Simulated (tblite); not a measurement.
Parent: `[CH3:1][SiH2:2][NH:3][Si@@H:4]([NH2:5])[SH:6]` with C1–Si2–N3–Si4 -65°, Si2–N3–Si4–N5 -57°, N3–Si4–N5–H 155° and -60°, N3–Si4–S6–H 42°, CH10N2SSi2.

Computed geometry: GFN2-xTB, gas phase. One conformer each, not checked by frequencies here.

```json
{"coordinate of the parent": "C1–Si2", "value": "1.894 Å"}
{"coordinate of the parent": "Si2–N3", "value": "1.744 Å"}
{"coordinate of the parent": "N3–Si4", "value": "1.725 Å"}
{"coordinate of the parent": "Si4–N5", "value": "1.713 Å"}
{"coordinate of the parent": "Si4–S6", "value": "2.150 Å"}
{"coordinate of the parent": "C1–Si2–N3", "value": "109.8°"}
{"coordinate of the parent": "Si2–N3–Si4", "value": "129.9°"}
{"coordinate of the parent": "N3–Si4–N5", "value": "111.7°"}
{"coordinate of the parent": "N3–Si4–S6", "value": "111.5°"}
{"coordinate of the parent": "N5–Si4–S6", "value": "102.2°"}
```

Problem. How does the shared frame change in `[CH3:1][CH2:2][Si@@:3]([NH2:4])([SH:5])[NH:6][SiH2:7][CH3:8]` with C1–C2–Si3–N4 -55°, C2–Si3–N4–H 162° and -58°, C2–Si3–S5–H -61°, C2–Si3–N6–Si7 -33°, Si3–N6–Si7–C8 176°, C3H14N2SSi2? Atoms pair as C1 = C8, Si2 = Si7, N3 = N6, Si4 = Si3, N5 = N4, S6 = S5 (parent first).

Solution. 
```json
{"parent": "C1–Si2", "relative": "C8–Si7", "value in the relative": "1.894 Å", "change": "0.000"}
{"parent": "Si2–N3", "relative": "Si7–N6", "value in the relative": "1.738 Å", "change": "-0.006"}
{"parent": "N3–Si4", "relative": "N6–Si3", "value in the relative": "1.732 Å", "change": "+0.007"}
{"parent": "Si4–N5", "relative": "Si3–N4", "value in the relative": "1.726 Å", "change": "+0.013"}
{"parent": "Si4–S6", "relative": "Si3–S5", "value in the relative": "2.169 Å", "change": "+0.019"}
{"parent": "C1–Si2–N3", "relative": "C8–Si7–N6", "value in the relative": "106.7°", "change": "-3.1"}
{"parent": "Si2–N3–Si4", "relative": "Si7–N6–Si3", "value in the relative": "129.5°", "change": "-0.4"}
{"parent": "N3–Si4–N5", "relative": "N6–Si3–N4", "value in the relative": "114.8°", "change": "+3.1"}
{"parent": "N3–Si4–S6", "relative": "N6–Si3–S5", "value in the relative": "107.7°", "change": "-3.8"}
{"parent": "N5–Si4–S6", "relative": "N4–Si3–S5", "value in the relative": "104.0°", "change": "+1.8"}
```

Of the parent's bonds, Si4–S6 changes most (+0.019 Å). Bonds of the relative outside the shared frame: C1–C2 1.524, C2–Si3 1.895 Å. Point group C1 → C1.

Problem. How does the shared frame change in `[CH3:1][SiH2:2][NH:3][Si@:4]([NH2:5])([SH:6])[N:7]([CH3:8])[CH3:9]` with C1–Si2–N3–Si4 -58°, Si2–N3–Si4–N5 -170°, N3–Si4–N5–H 53° and -172°, N3–Si4–S6–H 76°, N3–Si4–N7–C8 -63°, C3H15N3SSi2? Atoms pair as C1 = C1, Si2 = Si2, N3 = N3, Si4 = Si4, N5 = N5, S6 = S6 (parent first).

Solution. 
```
    parent    relative  value in the relative  change
    C1–Si2      C1–Si2                1.896 Å  +0.002
    Si2–N3      Si2–N3                1.740 Å  -0.004
    N3–Si4      N3–Si4                1.733 Å  +0.008
    Si4–N5      Si4–N5                1.726 Å  +0.013
    Si4–S6      Si4–S6                2.161 Å  +0.011
 C1–Si2–N3   C1–Si2–N3                 111.7°    +1.9
Si2–N3–Si4  Si2–N3–Si4                 127.5°    -2.4
 N3–Si4–N5   N3–Si4–N5                 104.5°    -7.2
 N3–Si4–S6   N3–Si4–S6                 112.7°    +1.2
 N5–Si4–S6   N5–Si4–S6                 104.9°    +2.7
```

Of the parent's bonds, Si4–N5 changes most (+0.013 Å). Bonds of the relative outside the shared frame: Si4–N7 1.718, N7–C8 1.442, N7–C9 1.443 Å. Point group C1 → C1.

Problem. How does the shared frame change in `[CH3:1][SiH2:2][NH:3][Si:4]([NH2:5])([SH:6])[SH:7]` with C1–Si2–N3–Si4 -170°, Si2–N3–Si4–N5 79°, N3–Si4–N5–H 79° and -64°, N3–Si4–S6–H 68°, N3–Si4–S7–H -177°, CH10N2S2Si2? Atoms pair as C1 = C1, Si2 = Si2, N3 = N3, Si4 = Si4, N5 = N5, S6 = S6 (parent first).

Solution. 
| parent | relative | value in the relative | change |
| --- | --- | --- | --- |
| C1–Si2 | C1–Si2 | 1.891 Å | -0.003 |
| Si2–N3 | Si2–N3 | 1.742 Å | -0.002 |
| N3–Si4 | N3–Si4 | 1.720 Å | -0.005 |
| Si4–N5 | Si4–N5 | 1.715 Å | +0.002 |
| Si4–S6 | Si4–S6 | 2.157 Å | +0.007 |
| C1–Si2–N3 | C1–Si2–N3 | 106.0° | -3.8 |
| Si2–N3–Si4 | Si2–N3–Si4 | 127.4° | -2.5 |
| N3–Si4–N5 | N3–Si4–N5 | 120.0° | +8.3 |
| N3–Si4–S6 | N3–Si4–S6 | 108.2° | -3.3 |
| N5–Si4–S6 | N5–Si4–S6 | 103.2° | +1.0 |

Of the parent's bonds, Si4–S6 changes most (+0.007 Å). Bonds of the relative outside the shared frame: Si4–S7 2.150 Å. Point group C1 → C1.
